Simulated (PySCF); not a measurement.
H₄O, SMILES [OH4+2], charge +2.

Geometry: r2SCAN-D4/def2-TZVPD.

Two levels are set side by side: TDDFT-PBE/def2-TZVPD (PySCF) and EOM-CCSD/aug-cc-pVDZ (PySCF). Vertical, same geometry; the bases differ. Differences are taken from unrounded values.

```tsv
quantity	EOM-CCSD	TDDFT-PBE	TDDFT-PBE minus EOM-CCSD
lowest singlet excitation (eV)	18.40	17.37	-1.03
lowest triplet excitation (TDA for PBE) (eV)	16.80	15.99	-0.80
```

Functionals without exact exchange tend to place singlet excitations lower, as here. Differences between two approximate levels are no errors against the true value.

Rough cost on one machine, each run with all the roots and properties that it gave: EOM-CCSD against TDDFT-PBE about 4 times.
